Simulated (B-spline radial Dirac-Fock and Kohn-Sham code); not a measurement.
Z = 52 (tellurium), transition energy 290 keV. Level of theory: a Dirac-Hartree-Slater potential of the neutral atom with a Latter tail (no hole, which puts coefficients of high multipoles low close above an edge), finite nucleus with surface currents; a B-spline atomic structure program. Subshells that would emit electrons below 1 keV are left out.

Question: A pure transition shows α(K) = 0.141, L1/L2 = 10.8 and L1/L3 = 21.2. What is its multipolarity?
A. E4
B. M4
C. M2
D. M3
E. E2
F. E3
G. M1
H. E1

Answer: C. For comparison, α(K), L1/L2, L1/L3 are E1 0.00900, 16.7, 12.7; E2 0.0358, 3.34, 3.90; E3 0.125, 0.981, 1.46; E4 0.425, 0.411, 0.683; M1 0.0324, 18.7, 73.4; M3 0.542, 7.04, 6.06; M4 2.05, 5.05, 2.72.

Values without a named source are computed, but for edge energies of neutral atoms, which are taken from tables.
